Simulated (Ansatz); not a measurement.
Calculated with Ansatz (gas phase, PBE0-D4/def2-TZVP geometries, no zero-point term in ΔE). CCSD(T)/CBS adds triple-zeta CCSD(T) − MP2 to the extrapolated MP2 energy (def2 sets, frozen cores). DFT in def2-TZVPP. For Ge, Se outer-core shells are correlated without core-valence functions, which leaves a few kJ/mol of doubt a bond. Scalar relativity is left out up to krypton. One conformer a species, not always the lowest.

Consider the redistribution: `[Cl][GeH2][SeH]` + `FB[SiH2]Cl` → `FB[SeH]` + `Cl[SiH2][GeH2][Cl]`.

(1) Is it downhill or uphill in electronic energy at CCSD(T)/CBS, and by how much? (An estimate is asked.)

(2) What do these levels give: PBE-D4, BLYP-D4, revPBE, PBE0, CAM-B3LYP, HF/def2-SVP, CCSD(T)/def2-SVP, CCSD/def2-TZVPP, CCSD(T)/def2-TZVPP, MP2/def2-QZVPP, SCS-MP2/def2-QZVPP, HF/CBS(def2)? (Estimate.)

Largest T1 diagnostic among the species: 0.012.

## Answers

(1) The calculation gave: Downhill: ΔE = -0.63 eV.

(2) The calculation gave: PBE-D4 -0.65, BLYP-D4 -0.61, revPBE -0.61, PBE0 -0.62, CAM-B3LYP -0.58, HF/def2-SVP -0.52, CCSD(T)/def2-SVP -0.64, CCSD/def2-TZVPP -0.59, CCSD(T)/def2-TZVPP -0.62, MP2/def2-QZVPP -0.65, SCS-MP2/def2-QZVPP -0.60, HF/CBS(def2) -0.46 eV.

From BLYP to BHLYP (50 % exact exchange), in def2-TZVPP and without D4, ΔE moves by +0.04 eV. Leaving LDA and LC-ωPBE aside and taking each functional with its dispersion term where it has one, the values, not all of them listed here, spread over 0.09 eV, from r2SCAN-D4 to BHLYP-D4. LDA lies −0.08 eV from PBE without D4. In def2-TZVPP, CCSD(T) changes the Hartree–Fock value by −0.16 eV (the triples alone add −0.02 eV) and MP2 by −0.18 eV.
